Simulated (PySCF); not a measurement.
# Ionisation energy of B⁺ by level of theory

B⁺ [He] 2s2 (1S) → B²⁺ [He] 2s1 (2S), as a difference of total energies. Computed with PySCF 2.14 in x2c-TZVPPall with one added diffuse shell each of s, p, d type (6s4p3d1f, 40 functions), with the spin-free X2C one-electron Hamiltonian (Gaussian nucleus). Correlated levels: valence and next inner shell: nothing frozen. The calculations carry no spin-orbit coupling.

```
                                method  ionisation energy (eV)  error (eV)
                                   UHF                  23.447      -1.708
    MP2 (valence and next inner shell)                  24.427      -0.728
SCS-MP2 (valence and next inner shell)                  24.620      -0.535
   CCSD (valence and next inner shell)                  25.056      -0.099
CCSD(T) (valence and next inner shell)                  25.063      -0.092
  CCSDT (valence and next inner shell)                  25.063      -0.092
```

Reference: 25.155 eV (measured; NIST Atomic Spectra Database, ionization energies).

Errors of the correlated levels include the incompleteness of this basis.
